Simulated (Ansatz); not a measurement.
Consider the atomization: `C=[N][Al]([SiH3])[SiH3]` → Al• + C• + 8 H• + N• + 2 Si•.

Calculated with Ansatz (gas phase, PBE0-D4/def2-TZVP geometries, no zero-point term in ΔE). CCSD(T)/CBS adds triple-zeta CCSD(T) − MP2 to the extrapolated MP2 energy (def2 sets, frozen cores). This one scheme is used for every species, atoms too. DFT in def2-TZVPP. B3LYP here is the variant with VWN-RPA as its local correlation; programs differ in this. HSE06 is defined as in plane-wave codes. Open shells (•) are unrestricted, without spin–orbit coupling. Spin–orbit coupling would lower the free atoms: a little for Al, C, Si. Each species was taken in one conformer, which may not be the lowest.

| level | ΔE (eV) | difference from CCSD(T)/CBS |
| --- | --- | --- |
| revPBE-D4 | 42.22 | -0.52 |
| B97M-V | 43.06 | 0.32 |
| B3LYP-D4 | 42.87 | 0.13 |
| HSE06-D4 | 42.51 | -0.23 |
| BHLYP-D4 | 41.95 | -0.79 |
| B2PLYP | 42.20 | -0.54 |
| PBE | 42.75 | 0.01 |
| BLYP | 42.09 | -0.65 |
| PBE0 | 42.24 | -0.50 |
| MP2/def2-SVP | 39.90 | -2.84 |
| HF/def2-TZVPP | 31.23 | -11.51 |
| CCSD/def2-TZVPP | 41.01 | -1.73 |
| CCSD(T)/def2-TZVPP | 41.58 | -1.16 |
| HF/def2-QZVPP | 31.30 | -11.44 |
| MP2/CBS(def2) | 42.68 | -0.06 |
| CCSD/CBS(def2) | 42.17 | -0.57 |
| CCSD(T)/CBS | 42.74 | 0 |

Largest T1 diagnostic among the species: 0.018.

At CCSD(T), def2-SVP lies −2.66 eV from the extrapolated value and def2-TZVPP −1.16 eV: correlation converges slowly with the basis, and small sets miss more of it in the bonded molecule than in its fragments. In def2-TZVPP, CCSD(T) changes the Hartree–Fock value by +10.35 eV (the triples alone add +0.57 eV) and MP2 by +10.29 eV; breaking electron pairs costs correlation energy, which Hartree–Fock lacks. From PBE to PBE0 (25 % exact exchange), in def2-TZVPP and without D4, ΔE moves by −0.51 eV: exact exchange takes away binding that semilocal exchange gives to molecules.

For atomizations the MP2-based limit and the directly extrapolated one differ by several kJ/mol either way, and by 10 to 25 for some Ge, Se and Sn compounds, so smaller differences from it don't rank the levels.
